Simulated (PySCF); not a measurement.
**Computed beside measured shifts: MeSiCl(SBu)2 (C9H21ClS2Si)**

System: MeSiCl(SBu)2 (C9H21ClS2Si), SMILES CCCCS[Si](C)(Cl)SCCCC.

Atom-mapped SMILES (hydrogens are numbered by the atom that bears them): [CH3:1][CH2:2][CH2:3][CH2:4][S:5][Si:6]([CH3:7])([Cl:8])[S:9][CH2:10][CH2:11][CH2:12][CH3:13]

Method: GIAO KT3/pcSseg-2, gas phase, PySCF SCF with an in-house response code, fitting set def2-universal-JFIT, grid level 2, non-relativistic, on the PBE0-D3(BJ)/def2-SVP geometry.

One optimised conformer. Values are averaged over the atoms that symmetry or fast rotation interchanges, on this one geometry and without vibrational averaging. Shifts are the reference shielding less the shielding here, at the same level (13C, 1H, 29Si against isolated TMS; 33S against isolated CS2); nuclei without a reference have shieldings only.

Q: What shifts does this level give for Si6, and how do they compare with measurement?

A: 
```json
{"atom": "Si6", "nucleus": "29Si", "computed / ppm": "42.7", "measured / ppm": "30.2", "computed less measured": "12.5", "measured against": "TMS", "medium of the measurement": "solution"}
```

Measured values: U. Herzog, Habilitationsschrift, TU Bergakademie Freiberg, 2002/2003.
